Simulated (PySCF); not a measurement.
# How methods differ on the excitation energy of Bi²⁺

Bi²⁺ [Xe] 4f14 5d10 6s2 6p1 (2P) → Bi²⁺ [Xe] 4f14 5d10 6s2 7s1 (2S), as a difference of total energies. Computed with PySCF 2.14 in aug-cc-pwCVDZ-PP with ECP60MDF (6s5p4d1f, 48 functions), with scalar relativity through the core potential. Correlated levels: valence: 5s2 5p6 5d10 frozen. The calculations carry no spin-orbit coupling.

```csv
method,excitation energy (eV)
UHF,9.855
MP2 (valence),9.777
CCSD (valence),9.795
CCSD(T) (valence),9.786
```

Task: Estimate what SCS-MP2 (valence) gives.

Result: 9.794 eV, closest to CCSD (valence) among the rows shown.

Task: Estimate what CCSDT (valence) gives.

Result: 9.782 eV, closest to CCSD(T) (valence) among the rows shown.

The promoted electron is Rydberg-like, and one or two diffuse shells describe it only roughly, which tends to raise the upper state.
